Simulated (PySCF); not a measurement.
Species: C₅H₁₀BN.
InChI=1S/C5H10BN/c1-4-5-6-7(2)3/h6H,1-3H3

All values: PBE0/pcSseg-1 (PySCF, non-relativistic), on one gas-phase PBE0-D3(BJ)/def2-SVP geometry that isn't relaxed in the solvent. The solvent is an IEF-PCM continuum (van der Waals radii × 1.2). Only the electrostatic response of the medium enters.

| medium | total energy (Eh) | HOMO (eV) | LUMO (eV) | dipole (D) |
| --- | --- | --- | --- | --- |
| gas phase | -275.761107 | -6.851 | -0.381 | 1.697 |
| dichloromethane (ε = 8.93) | -275.766504 | -6.928 | -0.559 | 2.190 |

Task: What is E(solvent) − E(gas) in dichloromethane, in kJ/mol?

Result: -275.766504 − (-275.761107) = -0.005397 Eh = -14.17 kJ/mol.

Task: Scale it by Onsager's factor (ε − 1)/(2ε + 1) to cyclohexane (ε = 2.017), and compare with the calculation.

Result: The factor goes from 0.420 to 0.202, a ratio of 0.480, which gives -6.81 kJ/mol. The calculation gives -6.38 kJ/mol (total energy -275.763537 Eh), so the scaled value is 6.7 % too large in size.

Task: Scale the changes of the other columns the same way. What are the values in cyclohexane?

Result: 
| quantity | scaled | computed | difference |
| --- | --- | --- | --- |
| HOMO (eV) | -6.888 | -6.873 | -0.015 |
| LUMO (eV) | -0.467 | -0.446 | -0.021 |
| dipole (D) | 1.934 | 1.911 | +0.023 |

Task: How does each lowering split into the polarisation term (half the interaction with the induced surface charges) and the distortion of the solute's density?

Result: dichloromethane: -16.69 + 2.52 kJ/mol, the distortion taking back 15 % of the polarisation term; cyclohexane: -6.87 + 0.49 kJ/mol, the distortion taking back 7 % of the polarisation term.

Time: 34 s of wall time; peak memory 0.94 GiB. Hardware: an Intel Xeon at 2.70 GHz with one thread, shared host with 64 logical CPUs at a one-minute load of 62. This is the whole shielding run at PBE0/pcSseg-1 in cyclohexane, SCF included.

Shape of the structure used: `[CH3:1][C:2]#[C:3][BH:4][N:5]([CH3:6])[CH3:7]`: C3–B4–N5–C6 0°.
